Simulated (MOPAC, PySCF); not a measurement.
H$_{3}$B, SMILES `B`, neutral singlet in the gas phase. 

Cartesian coordinates (Å):
SMILES: B
```xyz
4

B     -0.0002    -0.0002     0.0002
H      1.0422    -0.5658     0.0539
H     -0.0323     1.1865    -0.0003
H     -1.0104    -0.6213    -0.0543
```
Charge 0, multiplicity 1.

All levels are single points at this geometry (M06-2X/def2-TZVP); Pople sets use spherical d functions. Orbital energies aren't observables, and empty levels follow the basis.

B3LYP/6-31G* in PySCF gives HOMO (eV) = -9.58.

Question: Estimate the HOMO (eV) from each of these levels: B3LYP-D3(BJ)/def2-TZVP in PySCF; M06-2X/def2-TZVP in PySCF; B3LYP/3-21G in PySCF; B3LYP/6-311+G** in PySCF; BP86/6-31G* in PySCF; M06-2X/6-31G* in PySCF; PBE/6-31G* in PySCF; HF/6-31G* in PySCF; HF/STO-3G in PySCF; PM3 in MOPAC; PM6 in MOPAC; PM7 in MOPAC.

Answer: 
```
level                            HOMO (eV)
-------------------------------  ---------
B3LYP-D3(BJ)/def2-TZVP in PySCF      -9.75
M06-2X/def2-TZVP in PySCF           -11.26
B3LYP/3-21G in PySCF                 -9.73
B3LYP/6-311+G** in PySCF             -9.76
BP86/6-31G* in PySCF                 -8.43
M06-2X/6-31G* in PySCF              -11.18
PBE/6-31G* in PySCF                  -8.30
HF/6-31G* in PySCF                  -13.53
HF/STO-3G in PySCF                  -12.61
PM3 in MOPAC                        -13.57
PM6 in MOPAC                        -11.72
PM7 in MOPAC                        -12.02
```
